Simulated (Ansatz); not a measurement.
Na₅H₄. Total charge 0; doublet. Geometry r2SCAN-D4/def2-SVP, that of the charge +1 singlet; atoms count from 1.

```xyz
9

Na    2.753    1.047   -0.383
Na    0.626   -0.573    2.846
Na   -0.479    0.225   -2.921
Na   -0.212    0.498    0.110
Na   -2.604   -1.393    0.306
H    -1.751   -0.390   -1.348
H     1.710    0.486    1.370
H     1.116    0.914   -1.716
H    -1.159   -0.814    1.736
```

The structure comes from a short search, and lower isomers may exist.

(1) Estimate the Mulliken populations from the PBE0/def2-TZVP orbitals of Ansatz.

(2) Where does the spin sit?

Answers

(1) 
```json
{"atom": "Na1", "charge (e)": "0.01", "spin (α − β)": "0.52"}
{"atom": "Na2", "charge (e)": "0.35", "spin (α − β)": "0.02"}
{"atom": "Na3", "charge (e)": "0.35", "spin (α − β)": "0.02"}
{"atom": "Na4", "charge (e)": "0.93", "spin (α − β)": "-0.05"}
{"atom": "Na5", "charge (e)": "0.01", "spin (α − β)": "0.52"}
{"atom": "H6", "charge (e)": "-0.41", "spin (α − β)": "-0.01"}
{"atom": "H7", "charge (e)": "-0.41", "spin (α − β)": "-0.01"}
{"atom": "H8", "charge (e)": "-0.41", "spin (α − β)": "-0.01"}
{"atom": "H9", "charge (e)": "-0.41", "spin (α − β)": "-0.01"}
```
Mulliken values and Mayer orders depend strongly on the basis.

(2) Summed by element: Na 1.02, H -0.02, of 1 unpaired in all. Largest on single atoms: Na5 0.52, Na1 0.52, Na4 -0.05.
